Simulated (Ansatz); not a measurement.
Ga(NH2Me)H3 (CH₈GaN), 11 atoms. Hardware: 4 threads of Arm Neoverse V1 on a shared host.

Correlated methods freeze 11 core orbitals; core or outer-core shells of Ga are correlated, in sets that lack core-valence functions.

Problem. How many basis functions does each of these Ansatz runs have, and roughly what does it cost? CAM-B3LYP-D4/def2-TZVP, charge 0 singlet, energy, from earlier orbitals; PBE0-D4/def2-TZVP, charge 1 doublet, energy, from earlier orbitals; MP2/def2-TZVP, charge 0 singlet, energy, from earlier orbitals; PBE0-D4/def2-TZVP, charge 0 singlet, energy, from earlier orbitals; BHLYP-D4/def2-TZVP, charge 0 singlet, energy, from earlier orbitals; HF/STO-3G, charge 0 singlet, energy; PBE0-D4/def2-TZVP, charge 1 doublet at the geometry of the charge 0 singlet, energy, from earlier orbitals; PBE0-D4/def2-TZVP, charge 0 triplet at the geometry of the charge 0 singlet, energy; r2SCAN-D4/def2-TZVP, charge 0 triplet at the geometry of the charge 0 singlet, energy, from earlier orbitals; PBE-D4/def2-SVP, charge 1 doublet, relaxation, 13 steps; CCSD(T)/def2-TZVPP, charge 0 singlet, energy, from earlier orbitals; revPBE-D4/def2-TZVP, charge 0 singlet, energy, from earlier orbitals.

Solution. Other jobs shared the machine, so times can vary by a factor of up to 3. A dash marks memory too small to be measured apart from the calling script's.

```tsv
run	functions	fitting or Cholesky vectors	wall time	peak host memory (GiB)
HF/STO-3G, charge 0 singlet, energy	36	432	0.15 s	–
MP2/def2-TZVP, charge 0 singlet, energy, from earlier orbitals	158	1115	1.3 s	–
revPBE-D4/def2-TZVP, charge 0 singlet, energy, from earlier orbitals	158	1055	1.3 s	–
BHLYP-D4/def2-TZVP, charge 0 singlet, energy, from earlier orbitals	158	1195	1.7 s	–
PBE0-D4/def2-TZVP, charge 0 singlet, energy, from earlier orbitals	158	1100	1.8 s	–
CAM-B3LYP-D4/def2-TZVP, charge 0 singlet, energy, from earlier orbitals	158	1090	2 s	–
PBE0-D4/def2-TZVP, charge 1 doublet, energy, from earlier orbitals	158	1100	3.1 s	–
PBE0-D4/def2-TZVP, charge 1 doublet at the geometry of the charge 0 singlet, energy, from earlier orbitals	158	1100	7 s	0.65
PBE0-D4/def2-TZVP, charge 0 triplet at the geometry of the charge 0 singlet, energy	158	1100	10 s	0.67
r2SCAN-D4/def2-TZVP, charge 0 triplet at the geometry of the charge 0 singlet, energy, from earlier orbitals	158	1055	14 s	–
PBE-D4/def2-SVP, charge 1 doublet, relaxation, 13 steps	100	1149	24 s	–
CCSD(T)/def2-TZVPP, charge 0 singlet, energy, from earlier orbitals	222	1299	1.8 min	3.4
```
